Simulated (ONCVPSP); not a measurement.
**What one change does to a pseudopotential (gallium (Ga), ONCV)**

```
Element                 : gallium
Generator               : ONCVPSP 4.0.1
Type                    : optimised norm-conserving Vanderbilt (ONCV)
Functional              : PBEsol
Relativity              : scalar-relativistic
Frozen core             : [Ne]
Valence charge          : 21
Reference configuration : 3s2 3p6 3d10 4s1 (charge +2)
Partial waves           : 3s+4s: rc 0.90 bohr, ncon 4, nbas 8, qcut 17.6 1/bohr, 3 projectors, debl 2.7 Ha; 3p: rc 0.80 bohr, ncon 3, nbas 7, qcut 20.9 1/bohr, 2 projectors, debl 3.7 Ha; 3d: rc 0.90 bohr, ncon 3, nbas 7, qcut 15.3 1/bohr, 1 projector
Local potential         : polynomial inside 0.55 bohr (lpopt 5, dvloc0 0 Ha)
Core correction         : Teter function, fcfact 2.5, rcfact 1.45
```

In the p channel the program set the typed energies aside and used -4.375, 0.250 Ha.

Change: all radii but the core radius scaled by about 0.88 (s 0.80, p 0.70, d 0.80 bohr); local potential polynomial inside 0.48 bohr (lpopt 5, dvloc0 0 Ha).

Cutoffs: the cutoffs (Ha) at which the residual kinetic energy of the hardest occupied pseudo-wave falls to 1 and 0.1 mHa per electron; they do not see the model core or the augmentation charge, which bear on the density cutoff. Errors are all-electron minus pseudo energies relative to the spin-unpolarised reference configuration.

**Question.** What does the change do?

**Answer.** The potential gets harder (125 Ha and 153 Ha → 128 Ha and 293 Ha); of the 4 tests that both files solve, the error grows in 1 and shrinks in 3 by more than 15 % and 0.3 meV (median size 40.5 → 2.4 meV); neither file shows a bound ghost. A smaller radius makes the pseudo-wave follow the all-electron one further in, where it bends more sharply, so more plane waves are needed.

```tsv
quantity	base	changed
cutoff, loose	125 Ha	128 Ha
cutoff, tight	153 Ha	293 Ha
loose cutoff by channel	s 91 Ha, p 125 Ha, d 101 Ha	s 101 Ha, p 128 Ha, d 111 Ha
bound ghosts	none	none
GHOST(+) flags under 300 eV	none	none
error for 3s2 3p6 3d10 4s2 4p1, meV [ΔE -26.82 eV]	+41	+2.7
error for 3s2 3p6 3d10 4s2, meV [ΔE -21.14 eV]	+40	+2.0
error for 3s2 3p6 3d10 4s0, meV [ΔE 31.12 eV]	+37	-1.5
error for 3s1 3p6 3d10 4s2 4p1, meV [ΔE 130.54 eV]	-42	-54
rms error of d²Exc/dni dnj with the model core, mHa	1.34	1.32
```
